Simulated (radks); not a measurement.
Problem. These are the eigenvalues of the occupied orbitals of an atom or ion with whole-number occupations (hartree). Method: Dirac Kohn-Sham, LDA (Slater exchange, Perdew-Wang correlation), spin-unpolarised, spherical densities, finite nucleus; Fermi nuclear charge, rms radius of each element as measured or else 0.836 A^(1/3) + 0.57 fm; computed with a radial shooting solver on a logarithmic mesh with Libxc functionals.

orbital  eigenvalue
1s1/2     -102.4626
2s1/2     -10.89711
2p1/2      -8.73748
2p3/2      -8.67485
3s1/2      -2.16242
3p1/2      -1.66618
3p3/2      -1.65925

Which element is it, and in what charge state? The configuration may be excited. Open shells, if any, are shared by 2j + 1.

Solution. Z = 17, chlorine, charge +3: Cl3+ in [Ne] 3s2 3p2. The list shows which subshells hold electrons but not how many an open one holds; the 1s level, -102.46 hartree, gives Z - s = 14.3 by -(Z - s)^2/2, which with screening and relativity narrows Z to a few neighbours, and the depths of the outer levels then fix element, charge and occupations together.
